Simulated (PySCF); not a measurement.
## AuH2, doublet: data card

Level of theory: UPBE0 in PySCF with Au def2-TZVP with ECP60, H def2-TZVP; scalar-relativistic core potentials, no spin–orbit coupling; density-fitted integrals.

The structure is a minimum.

Z-matrix (Å, degrees; charge 0 multiplicity 2):
```
Au
H  1 1.6082
H  1 1.6082 2 127.93
```

```json
{
 "Point group": "C2v",
 "Bond lengths": "Au–H 1.608 Å (×2)",
 "Bond angles": "H–Au–H 127.9°",
 "Rotational constants": "16.96, 4.005, 3.24 cm⁻¹",
 "Enthalpy at 298.15 K above 0 K": "10.25 kJ/mol",
 "Atomisation energy without zero-point energy": "411 kJ/mol",
 "Dipole moment": "0.94 D",
 "Lowest empty level (β)": "-3.89 eV",
 "Entropy at 298.15 K and 1 bar (electronic part: spin only)": "237.6 J/(mol K)",
 "Zero-point energy": "27.0 kJ/mol",
 "Heat capacity Cp at 298.15 K": "37.1 J/(mol K)",
 "Highest occupied level (α)": "-7.03 eV",
 "Rotational symmetry number": "2",
 "Spin squared ⟨S²⟩": "0.756",
 "Principal quadrupole moments (Buckingham, traceless) about the centre of mass": "-0.64, -0.17, 0.80 D Å",
 "Principal polarisabilities": "28.4, 31.7, 47.7 bohr³"
}
```

Harmonic modes (masses in u: Au 196.967, H 1.008):
```json
{"symmetry": "a1", "ω (cm⁻¹)": "672", "IR (km/mol)": "46.5", "μ (u)": "1.02"}
{"symmetry": "b2", "ω (cm⁻¹)": "1793", "IR (km/mol)": "4.4", "μ (u)": "1.02"}
{"symmetry": "a1", "ω (cm⁻¹)": "2048", "IR (km/mol)": "3.5", "μ (u)": "1.01"}
```

In C2v the vibrations span 2a1 + b2. Here b1 is antisymmetric to the molecular plane and b2 lies in it.

Charges (e):
| atom | Mulliken | Löwdin | polar tensor | spin (Mulliken) | Mayer order to Au1 |
| --- | --- | --- | --- | --- | --- |
| Au1 | 0.19 | 0.22 | 0.24 | 0.25 | – |
| H2,3 | -0.10 | -0.11 | -0.12 | 0.37 | 0.84 |

Mulliken populations on Au1 (electrons outside its core potential): s 3.16, p 6.15, d 9.50, f 0.00.

Outer orbital energies (eV). α occupied: -13.12, -12.24, -10.13, -9.88, -9.76, -8.64, -7.03; empty: -1.52, -0.27, 2.14, 2.28. β occupied: -12.14, -11.30, -9.96, -9.76, -9.64, -8.37; empty: -3.89, -1.07, -0.19, 2.62.

Formally Au is in oxidation state +2, d9, with 1 unpaired electron. The Mulliken spin on Au is 0.25, so most of the spin sits on the ligands and the formal count fails. The polar-tensor charge on Au, 0.24, is far below the formal one.

Only a few start shapes were tried, so a lower isomer may exist. Open d and f shells are described by one determinant, and the ground state may have another occupation or spin. With an element this heavy the missing spin–orbit coupling can shift these numbers.

The final relaxation and frequency run took 14 s on 2 threads of a shared Arm Neoverse N1 host, with 52 basis functions and 8 gradients; the process peaked at 0.57 GiB. Launch command: `OMP_NUM_THREADS=2 python axn.py task.json out`.
